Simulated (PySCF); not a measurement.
A calculated (r2SCAN, PySCF 2.14, ANO-RCC-VTZP, the spin-free X2C one-electron Hamiltonian (Gaussian nucleus)) atom or ion has these occupied shells.

```json
{"shell": "1s α", "electrons": "1", "orbital energy (eV)": "-61125.8", "rms radius, mean of both spins (bohr)": "0.0223"}
{"shell": "1s β", "electrons": "1", "orbital energy (eV)": "-61125.8", "rms radius, mean of both spins (bohr)": "0.0223"}
{"shell": "2s α", "electrons": "1", "orbital energy (eV)": "-10380.8", "rms radius, mean of both spins (bohr)": "0.0901"}
{"shell": "2s β", "electrons": "1", "orbital energy (eV)": "-10380.8", "rms radius, mean of both spins (bohr)": "0.0901"}
{"shell": "2p α", "electrons": "3", "orbital energy (eV)": "-9171.2", "rms radius, mean of both spins (bohr)": "0.0815"}
{"shell": "2p β", "electrons": "3", "orbital energy (eV)": "-9171.2", "rms radius, mean of both spins (bohr)": "0.0815"}
{"shell": "3s α", "electrons": "1", "orbital energy (eV)": "-2349.9", "rms radius, mean of both spins (bohr)": "0.231"}
{"shell": "3s β", "electrons": "1", "orbital energy (eV)": "-2349.9", "rms radius, mean of both spins (bohr)": "0.231"}
{"shell": "3p α", "electrons": "3", "orbital energy (eV)": "-1981.4", "rms radius, mean of both spins (bohr)": "0.232"}
{"shell": "3p β", "electrons": "3", "orbital energy (eV)": "-1981.4", "rms radius, mean of both spins (bohr)": "0.232"}
{"shell": "3d α", "electrons": "5", "orbital energy (eV)": "-1520.6", "rms radius, mean of both spins (bohr)": "0.212"}
{"shell": "3d β", "electrons": "5", "orbital energy (eV)": "-1520.6", "rms radius, mean of both spins (bohr)": "0.212"}
{"shell": "4s α", "electrons": "1", "orbital energy (eV)": "-467.70", "rms radius, mean of both spins (bohr)": "0.519"}
{"shell": "4s β", "electrons": "1", "orbital energy (eV)": "-467.69", "rms radius, mean of both spins (bohr)": "0.519"}
{"shell": "4p α", "electrons": "3", "orbital energy (eV)": "-345.66", "rms radius, mean of both spins (bohr)": "0.552"}
{"shell": "4p β", "electrons": "3", "orbital energy (eV)": "-345.65", "rms radius, mean of both spins (bohr)": "0.552"}
{"shell": "4d α", "electrons": "5", "orbital energy (eV)": "-181.41", "rms radius, mean of both spins (bohr)": "0.604"}
{"shell": "4d β", "electrons": "5", "orbital energy (eV)": "-181.40", "rms radius, mean of both spins (bohr)": "0.604"}
{"shell": "5s α", "electrons": "1", "orbital energy (eV)": "-57.287", "rms radius, mean of both spins (bohr)": "1.29"}
{"shell": "5s β", "electrons": "1", "orbital energy (eV)": "-57.234", "rms radius, mean of both spins (bohr)": "1.29"}
{"shell": "5p α", "electrons": "3", "orbital energy (eV)": "-29.495", "rms radius, mean of both spins (bohr)": "1.54"}
{"shell": "5p β", "electrons": "3", "orbital energy (eV)": "-29.437", "rms radius, mean of both spins (bohr)": "1.54"}
{"shell": "6s α", "electrons": "1", "orbital energy (eV)": "-5.050", "rms radius, mean of both spins (bohr)": "4.14"}
{"shell": "4f α", "electrons": "7", "orbital energy (eV)": "-3.751", "rms radius, mean of both spins (bohr)": "0.906"}
{"shell": "4f β", "electrons": "7", "orbital energy (eV)": "-3.694", "rms radius, mean of both spins (bohr)": "0.906"}
{"shell": "6p α", "electrons": "1", "orbital energy (eV)": "-2.151", "rms radius, mean of both spins (bohr)": "5.59"}
```

Question: Name the element and its charge.

Answer: Yb (ytterbium, neutral), in [Xe] 4f14 6s1 6p1, high-spin 3P determinant (an excited configuration).
